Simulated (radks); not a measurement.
Results of a calculation; reference values are marked as such.
Q: These are the eigenvalues of the occupied orbitals of an atom or ion with whole-number occupations (eV). Code: a radial shooting solver on a logarithmic mesh with Libxc functionals. Model: scalar-relativistic Kohn-Sham, SCAN, spin-unpolarised, spherical densities, finite nucleus; meta-GGA in the generalised Kohn-Sham scheme; Fermi nuclear charge, rms radius of each element as measured or else 0.836 A^(1/3) + 0.57 fm.

orbital  eigenvalue
1s        -48449.33
2s        -7989.082
2p        -7115.384
3s        -1777.767
3p        -1503.830
3d        -1138.038
4s        -367.4202
4p        -276.8588
4d        -150.4795
5s         -59.3522
5p         -37.8497
4f         -15.7610

Which element is it, and in what charge state? The configuration may be excited.

A: Z = 63, europium, charge +2: Eu2+ in [Xe] 4f7. The list shows which subshells hold electrons but not how many an open one holds; the 1s level, -1780.5 hartree, gives Z - s = 59.7 by -(Z - s)^2/2, which with screening and relativity narrows Z to a few neighbours, and the depths of the outer levels then fix element, charge and occupations together.
